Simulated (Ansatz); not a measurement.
`CO[SiH2]C` + HCl → `CO[SiH2]Cl` + CH₄ at 500 K and 1 bar (ligand exchange at the Si–C bond).

Program: Ansatz. Geometries: PBE0-D4/def2-TZVP. ΔE: electronic, gas phase. CCSD(T)/CBS adds triple-zeta CCSD(T) − MP2 to the extrapolated MP2 energy (def2 sets, frozen cores). This one scheme is used for every species. Each species was taken in one conformer, which may not be the lowest.

```tsv
species	CCSD(T)/CBS energy (Eh)	H − E (kJ/mol)	S (J/(mol·K))
`CO[SiH2]C`	-445.20896	297.6	399.4
HCl	-460.38127	32.5	201.9
`CO[SiH2]Cl`	-865.17164	200.8	382.5
CH₄	-40.46206	135.6	206.8
```

H − E and S are ideal-gas, rigid-rotor, harmonic terms from PBE0-D4/def2-TZVP, for one conformer and one mirror image of each species. 1 Eh = 2625.50 kJ/mol, R = 8.31446 J/(mol·K).

**Question.** By hand: ΔE, ΔH, ΔS and ΔG.

**Answer.** ΔE = (-865.17164) + (-40.46206) − (-445.20896) − (-460.38127) = -0.04347 Eh = -114.1 kJ/mol. Δ(H − E) = 200.8 + 135.6 − 297.6 − 32.5 = 6.3, so ΔH = -107.8 kJ/mol. ΔS = 382.5 + 206.8 − 399.4 − 201.9 = -12.0 J/(mol·K). ΔG = -107.8 − 500 × (-12.0)/1000 = -101.8 kJ/mol.

**Question.** By hand: the equilibrium constant, and the temperature at which ΔG would vanish if ΔH and ΔS stayed fixed.

**Answer.** log₁₀ K = −ΔG/(RT ln 10) = 10.6. ΔG = 0 at ΔH/ΔS = 8983 K, far beyond where these terms or the molecules hold.

The number of gas molecules stays the same, so ΔS is small and ΔH decides. A doubt of 5 kJ/mol in ΔE shifts log₁₀ K by 0.5 here. Other conformers and mirror images would add mixing entropy, several J/(mol·K) or more a flexible species. These are equilibria of isolated gas molecules and say nothing of rates. Largest T1 diagnostic: 0.010 (customary marks: 0.02 for closed shells, 0.045 for open ones).
